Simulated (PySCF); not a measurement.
Zn, quintet (a higher spin typed on purpose: for a closed-shell molecule this is an excited state); PySCF with B3LYP/cc-pVTZ.

PySCF was given this input:
```python
from pyscf import gto, scf, dft

mol = gto.M(
    atom='''
Zn    0.000000    0.000000    0.000000
''',
    basis='cc-pvtz',
    charge=0,
    spin=4,
    verbose=4,
)

mf = dft.UKS(mol)
mf.xc = 'b3lyp'
mf.kernel()
```

Question: Write the output that PySCF gives for this input, abridged.

Answer: 
```
PySCF version 2.14.0

[INPUT] verbose = 4
[INPUT] num. atoms = 1
[INPUT] num. electrons = 30
[INPUT] charge = 0
[INPUT] spin (= nelec alpha-beta = 2S) = 4
[INPUT] symmetry False subgroup None
[INPUT] Mole.unit = angstrom
[INPUT] Symbol           X                Y                Z      unit          X                Y                Z       unit  Magmom
[INPUT]  1 Zn     0.000000000000   0.000000000000   0.000000000000 AA    0.000000000000   0.000000000000   0.000000000000 Bohr   0.0

nuclear repulsion = 0
number of shells = 9
number of NR pGTOs = 131
number of NR cGTOs = 68
basis = cc-pvtz
ecp = {}

******** <class 'pyscf.dft.uks.UKS'> ********
method = UKS
initial guess = minao
damping factor = 0
level_shift factor = 0
DIIS = <class 'pyscf.scf.diis.CDIIS'>
diis_start_cycle = 1
diis_space = 8
diis_damp = 0
SCF conv_tol = 1e-09
SCF conv_tol_grad = None
SCF max_cycles = 50
direct_scf = True
direct_scf_tol = 1e-13
number electrons alpha = 17  beta = 13
XC library pyscf.dft.libxc version 7.1.2
    S. Lehtola, C. Steigemann, M. J. T. Oliveira, and M. A. L. Marques,  SoftwareX 7, 1–5 (2018)
XC functionals = b3lyp
    P. J. Stephens, F. J. Devlin, C. F. Chabalowski, and M. J. Frisch,  J. Phys. Chem. 98, 11623 (1994)
radial grids:
    Treutler-Ahlrichs [JCP 102, 346 (1995); DOI:10.1063/1.469408] (M4) radial grids

becke partition: Becke, JCP 88, 2547 (1988); DOI:10.1063/1.454033
pruning grids: <function nwchem_prune>
grids dens level: 3
symmetrized grids: False
atomic radii adjust function: <function treutler_atomic_radii_adjust>
small_rho_cutoff = 0
Set gradient conv threshold to 3.16228e-05
tot grids = 20640
init E= -1779.06308681131

cycle= 1 E= -1778.43655879216  delta_E= 0.627  |g|= 1.57  |ddm|= 1.57

cycle= 2 E= -1778.22558170246  delta_E= 0.211  |g|= 2.39  |ddm|= 1.65

cycle= 3 E= -1778.89051841424  delta_E= -0.665  |g|= 0.219  |ddm|= 1.25

cycle= 4 E= -1778.90222177144  delta_E= -0.0117  |g|= 0.0218  |ddm|= 0.362

cycle= 5 E= -1778.90316767674  delta_E= -0.000946  |g|= 0.0112  |ddm|= 0.075

cycle= 6 E= -1778.90454205724  delta_E= -0.00137  |g|= 0.00907  |ddm|= 0.13

cycle= 7 E= -1778.90554132173  delta_E= -0.000999  |g|= 0.0052  |ddm|= 0.179

cycle= 8 E= -1778.90529108476  delta_E= 0.00025  |g|= 0.00603  |ddm|= 0.0715

cycle= 9 E= -1778.90562919807  delta_E= -0.000338  |g|= 0.00213  |ddm|= 0.126

cycle= 10 E= -1778.90563208948  delta_E= -2.89e-06  |g|= 0.00139  |ddm|= 0.00397

cycle= 11 E= -1778.90564180807  delta_E= -9.72e-06  |g|= 0.000864  |ddm|= 0.0127

cycle= 12 E= -1778.90565392251  delta_E= -1.21e-05  |g|= 0.000773  |ddm|= 0.019

cycle= 13 E= -1778.90566898013  delta_E= -1.51e-05  |g|= 0.000562  |ddm|= 0.0354

cycle= 14 E= -1778.90567024032  delta_E= -1.26e-06  |g|= 0.000623  |ddm|= 0.005

cycle= 15 E= -1778.90567403995  delta_E= -3.8e-06  |g|= 0.000469  |ddm|= 0.0233

cycle= 16 E= -1778.90567426937  delta_E= -2.29e-07  |g|= 0.000203  |ddm|= 0.00169

cycle= 17 E= -1778.9056746984  delta_E= -4.29e-07  |g|= 8.92e-05  |ddm|= 0.00846

cycle= 18 E= -1778.90567475658  delta_E= -5.82e-08  |g|= 9.24e-05  |ddm|= 0.00164

cycle= 19 E= -1778.90567480453  delta_E= -4.8e-08  |g|= 9.27e-05  |ddm|= 0.000894

cycle= 20 E= -1778.90567483208  delta_E= -2.76e-08  |g|= 8.35e-05  |ddm|= 0.000362

cycle= 21 E= -1778.90567482865  delta_E= 3.43e-09  |g|= 8.15e-05  |ddm|= 0.000175

cycle= 22 E= -1778.90567482419  delta_E= 4.46e-09  |g|= 8.12e-05  |ddm|= 8e-05

cycle= 23 E= -1778.90567484207  delta_E= -1.79e-08  |g|= 8.11e-05  |ddm|= 0.000191

cycle= 24 E= -1778.90567630462  delta_E= -1.46e-06  |g|= 8.36e-05  |ddm|= 0.0157

cycle= 25 E= -1778.90567649514  delta_E= -1.91e-07  |g|= 8.05e-05  |ddm|= 0.00215

cycle= 26 E= -1778.90567964891  delta_E= -3.15e-06  |g|= 0.000262  |ddm|= 0.0388

cycle= 27 E= -1778.90568213406  delta_E= -2.49e-06  |g|= 0.00122  |ddm|= 0.0434

cycle= 28 E= -1778.90568071165  delta_E= 1.42e-06  |g|= 0.000592  |ddm|= 0.0273

cycle= 29 E= -1778.90568067134  delta_E= 4.03e-08  |g|= 0.000649  |ddm|= 0.00116

cycle= 30 E= -1778.90568199373  delta_E= -1.32e-06  |g|= 0.00153  |ddm|= 0.028

cycle= 31 E= -1778.90568198354  delta_E= 1.02e-08  |g|= 0.00152  |ddm|= 0.000314

cycle= 32 E= -1778.90567951549  delta_E= 2.47e-06  |g|= 0.000146  |ddm|= 0.0451

cycle= 33 E= -1778.90568374597  delta_E= -4.23e-06  |g|= 0.00132  |ddm|= 0.0921

cycle= 34 E= -1778.9056829978  delta_E= 7.48e-07  |g|= 0.000347  |ddm|= 0.0328

cycle= 35 E= -1778.90568389515  delta_E= -8.97e-07  |g|= 0.000192  |ddm|= 0.0272

cycle= 36 E= -1778.90568416128  delta_E= -2.66e-07  |g|= 5.28e-05  |ddm|= 0.0129

cycle= 37 E= -1778.90568422591  delta_E= -6.46e-08  |g|= 0.000117  |ddm|= 0.00426

cycle= 38 E= -1778.90568422342  delta_E= 2.49e-09  |g|= 5.93e-05  |ddm|= 0.000222

cycle= 39 E= -1778.90568422222  delta_E= 1.2e-09  |g|= 0.000101  |ddm|= 0.000178

cycle= 40 E= -1778.90568423424  delta_E= -1.2e-08  |g|= 0.000191  |ddm|= 0.00113

cycle= 41 E= -1778.90568425513  delta_E= -2.09e-08  |g|= 1.92e-05  |ddm|= 0.00167

cycle= 42 E= -1778.905684261  delta_E= -5.88e-09  |g|= 3.5e-05  |ddm|= 0.000444

cycle= 43 E= -1778.90568429977  delta_E= -3.88e-08  |g|= 3.64e-05  |ddm|= 0.00435

cycle= 44 E= -1778.90568429629  delta_E= 3.48e-09  |g|= 1.89e-05  |ddm|= 0.000642

cycle= 45 E= -1778.90568429584  delta_E= 4.52e-10  |g|= 1.86e-05  |ddm|= 0.000496

Extra cycle  E= -1778.90568429841  delta_E= -2.57e-09  |g|= 1.88e-05  |ddm|= 0.00011
converged SCF energy = -1778.90568429841  <S^2> = 6.0003931  2S+1 = 5.0001572
```
